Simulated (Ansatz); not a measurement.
Species: Si2H5, charge 1, multiplicity 1. 
Coordinates optimised at B3LYP-D3(BJ)/def2-TZVP (Ansatz, a quantum-chemistry and plane-wave program):
```
Si
H 1 1.4714
H 1 1.4714 2 116.46
H 1 1.4804 2 114.19 3 136.50
Si 1 2.3706 2 105.25 4 107.38
H 5 1.4763 1 123.94 2 153.61
H 5 1.4763 6 112.03 1 -176.74
```
Charge +1, spin multiplicity 1.

Total electronic energies in hartree. Valence correlation only, unless marked. Spin-orbit coupling is left out. No relativistic terms. CBS marks a two-point X^-3 extrapolation of the correlation energy; Hartree-Fock from the larger set. The bracket is a focal-point correction in the basis named.

| level | program | energy (Eh) |
|---|---|---|
| HF/aug-cc-pV(T+d)Z | Ansatz | -580.49837 |
| HF/cc-pV(Q+d)Z | Ansatz | -580.50427 |
| HF/def2-QZVPP | Ansatz | -580.50494 |
| RI-HF/def2-QZVPP | Ansatz | -580.50494 |
| RI-HF/def2-QZVPPD | Ansatz | -580.50496 |
| SVWN5/def2-TZVPD | Ansatz | -579.29199 |
| PBE0/def2-SVP | Ansatz | -581.20654 |
| PBE0-D4/def2-TZVP | Ansatz + dftd4 | -581.41437 |
| PBE0/def2-TZVP | Ansatz | -581.41148 |
| LC-wPBE/def2-TZVPD | Ansatz | -581.47648 |
| wB97M-V/def2-TZVPD | Ansatz | -581.60163 |
| MP2/cc-pVTZ | Ansatz | -580.71563 |
| RI-MP2/CBS(cc-pV(T+d)Z,cc-pV(Q+d)Z) | Ansatz | -580.7546 |
| RI-MP2/CBS(def2-TZVPPD,def2-QZVPPD) | Ansatz | -580.7557 |
| SCS-MP2/cc-pV(D+d)Z | Ansatz | -580.67089 |
| SCS-MP2/cc-pVTZ | Ansatz | -580.73768 |
| CCSD/STO-3G | Ansatz | -574.01195 |
| CCSD/aug-cc-pV(D+d)Z | Ansatz | -580.71157 |
| CCSD/def2-SVPD | Ansatz | -580.52019 |
| CCSD/def2-TZVPPD | Ansatz | -580.75769 |
| CCSD(T)/6-31G | Ansatz | -580.48166 |
| RI-MP2/CBS(aug-cc-pV(T+d)Z,aug-cc-pV(Q+d)Z)+[CCSD(T)-MP2]/aug-cc-pV(T+d)Z | Ansatz | -580.8086 |
| RI-MP2/CBS(cc-pV(T+d)Z,cc-pV(Q+d)Z)+[CCSD(T)-MP2]/cc-pV(T+d)Z | Ansatz | -580.8082 |

Totals of different functionals don't rank their quality; only differences between species are comparable.
